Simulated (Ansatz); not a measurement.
Reactions of `CC[SiH2][TeH]`.

Program: Ansatz. Geometries: PBE0-D4/def2-TZVP. ΔE: electronic, gas phase. CBS: MP2 limit from def2 TZ/QZ plus the TZ coupled-cluster correction, frozen cores. This one scheme is used for every species. def2 core potentials past Kr. For Mg, Sb, Se, Te outer-core shells are correlated without core-valence functions, which leaves a few kJ/mol of doubt a bond. Scalar relativity is left out up to krypton. One conformer a species, not always the lowest.

Q: Order these by ΔE at CCSD(T)/CBS, lowest first. (An estimate is asked.)
A. `CC[SiH2][TeH]` + `[SbH3]` → `CC[SiH2][SbH2]` + H₂Te
B. `CC[SiH2][TeH]` + `OCF` → `CCOCF` + `[SiH3][TeH]`
C. `CC[SiH2][TeH]` + `CBN` → `CB(N)[TeH]` + `CC[SiH3]`
D. `CC[SiH2][TeH]` + `C=C([SiH3])[SeH]` → `[SeH][SiH2][TeH]` + `C=C([SiH3])CC`
E. `CC[SiH2][TeH]` + `C[CH2][Mg][OH]` → `C[CH2][Mg][O]C` + `C[SiH2][TeH]`
F. `CC[SiH2][TeH]` + `C#C[SiH2]F` → `CC[SiH2][SiH2]F` + `C#C[TeH]`
G. `CC[SiH2][TeH]` + `C#CS` → `SC#C[TeH]` + `CC[SiH3]`
H. `CC[SiH2][TeH]` + `[SiH3]C1(Cl)CC1` → `ClC1([TeH])CC1` + `CC[SiH2][SiH3]`

A: D (-0.68 eV), C (+0.17 eV), A (+0.31 eV), E (+0.53 eV), B (+0.71 eV), G (+0.88 eV), H (+1.08 eV), F (+1.47 eV).

Largest T1 diagnostic: 0.014, for `[SbH3]`.
